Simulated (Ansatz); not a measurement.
A nudged elastic band was laid between two geometries of AsH3OS (6 atoms, charge 0, multiplicity 1).

Method: RKS B3LYP/def2-TZVP (Ansatz 0.2.0).

```yaml
movable_images: 5
climbing_image: yes
spring: 5.0 eV/Å²
optimiser: quadratic models (default)
start_path: through a guess of the saddle point
force_threshold: 0.05 eV/Å
iteration_limit: 60
end_points: relaxed
```

Initial state:

```xyz
6
Properties=species:S:1:pos:R:3
S -1.086 -1.094 -1.046
O -0.521 -0.458 0.383
As 0.747 0.877 0.214
H -2.072 -0.203 -1.303
H 1.953 -0.053 0.025
H 0.979 0.930 1.727
```

Final state:

```xyz
6
Properties=species:S:1:pos:R:3
S -0.957 -0.857 -1.101
O -0.396 -0.964 0.463
As 0.963 0.092 1.085
H -1.789 0.199 -0.949
H 1.824 0.084 -0.184
H 0.355 1.445 0.686
```

Question: What changes between the two ends?

Answer: No bond is made or broken. The height of As3 over the plane of its neighbours goes from -0.88 to 0.85 Å.

Question: What energy profile does the band end with?

Answer: The forces met the threshold. The highest image is number 3 of 0 to 6, 2.41 eV above the first end and 2.45 eV above the last; the last end lies 0.04 eV below the first. Neighbouring images differ by up to 2.0 eV, so the band resolves the path poorly. A vibrational analysis at the climbing image gives one clearly imaginary mode, 1245i cm⁻¹: a first-order saddle point.

```json
{"image": "0", "path coordinate (Å)": "0.00", "energy (eV)": "0.00", "height of As3 over the plane of its neighbours (Å)": "-0.88"}
{"image": "1", "path coordinate (Å)": "0.58", "energy (eV)": "0.01", "height of As3 over the plane of its neighbours (Å)": "-0.88"}
{"image": "2", "path coordinate (Å)": "1.16", "energy (eV)": "0.42", "height of As3 over the plane of its neighbours (Å)": "-0.65"}
{"image": "3", "path coordinate (Å)": "1.74", "energy (eV)": "2.41", "height of As3 over the plane of its neighbours (Å)": "-0.03"}
{"image": "4", "path coordinate (Å)": "2.21", "energy (eV)": "0.77", "height of As3 over the plane of its neighbours (Å)": "0.49"}
{"image": "5", "path coordinate (Å)": "2.67", "energy (eV)": "0.03", "height of As3 over the plane of its neighbours (Å)": "0.78"}
{"image": "6", "path coordinate (Å)": "3.14", "energy (eV)": "-0.04", "height of As3 over the plane of its neighbours (Å)": "0.85"}
```

Question: What is the geometry of the highest image?

Answer: 
```xyz
6
Properties=species:S:1:pos:R:3
S -1.224 -0.937 -1.199
O -0.324 -0.908 0.232
As 0.936 0.339 0.517
H -2.160 -0.027 -0.856
H 2.284 0.025 0.016
H 0.488 1.508 1.291
```

Time of the run: 2.7 min on 2 threads of Intel(R) Xeon(R) Platinum 8488C (Sapphire Rapids), with other jobs on the host, peak memory 0.32 GiB.
